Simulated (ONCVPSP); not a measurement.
Potentials for Ga compared

Generated with ld1.x 7.5 (TM, RRKJ, ultrasoft, PAW), atompaw 4.2 or ONCVPSP 4.0.1. The cutoff is in Ry: for ld1.x and atompaw files where the sum of valence levels is converged to 10 mRy in a Bessel basis, for ONCV files where the hardest occupied wave has 1 mHa per electron of residual kinetic energy. The error is the largest all-electron minus pseudo excitation energy over each file’s own four to seven test configurations (ionisations up to +4, promotions, holes and added fractions of an electron), all of which were solved. The labels leave out finer settings (local radius, basis sizes, second energies), which also bear on the numbers. Spin-polarised tests are not counted. The rows are a selection from randomly drawn settings: files with unsolved tests, undetermined cutoffs or missed reference levels are left out.

A true bound ghost makes a file unfit for plane-wave use even where its test errors are small: the radial tests pick states by their node count and pass the ghost by.

```tsv
potential	cutoff (Ry)	largest error (meV)	bound ghosts
ONCV, PBE, scalar-relativistic, rc 1.65/2.10 (sp), local s, core correction no, reference 4s2 4p1, qcut 3.7/4.1, projectors 0/2	21	+57	none
ONCV, LDA (Perdew-Zunger), scalar-relativistic, rc 2.05/1.40/1.20 (spd), local smoothed, core correction yes, reference 3p6 3d10 4s2 4p0.5, qcut 3.6/8.2/11.9, projectors 3/2/3	125	-11	s
ONCV, LDA (Perdew-Wang 92), scalar-relativistic, rc 1.80/1.90/0.95 (spd), local smoothed, core correction yes, reference 3d10 4s1.5 4p1.5, qcut 4.3/4.5/15.5, projectors 2/2/2	197	-5.8	s
```

Fill in the row for Ga: ONCV, PBE, scalar-relativistic, rc 2.05/2.85/2.45 (spd), local smoothed, core correction yes, reference 4s1.75 4p1.25, qcut 2.6/2.9/3.8, projectors 1/2/1.

cutoff 44 Ry, largest error -147 meV, bound ghosts: none.

Fill in the row for Ga: ONCV, PBEsol, scalar-relativistic, rc 1.75/2.65 (sp), local smoothed, core correction no, reference 4s2 4p1, qcut 3.2/3.4, projectors 2/2.

cutoff 30 Ry, largest error -7.0 meV, bound ghosts: none.

Fill in the row for Ga: ONCV, PBEsol, scalar-relativistic, rc 0.90/1.05/0.75 (spd), local smoothed, core correction no, reference 3s2 3p6 3d10 4s2, qcut 14.5/13.7/16.7, projectors 2/2/2.

cutoff 267 Ry, largest error -28 meV, bound ghosts: none.
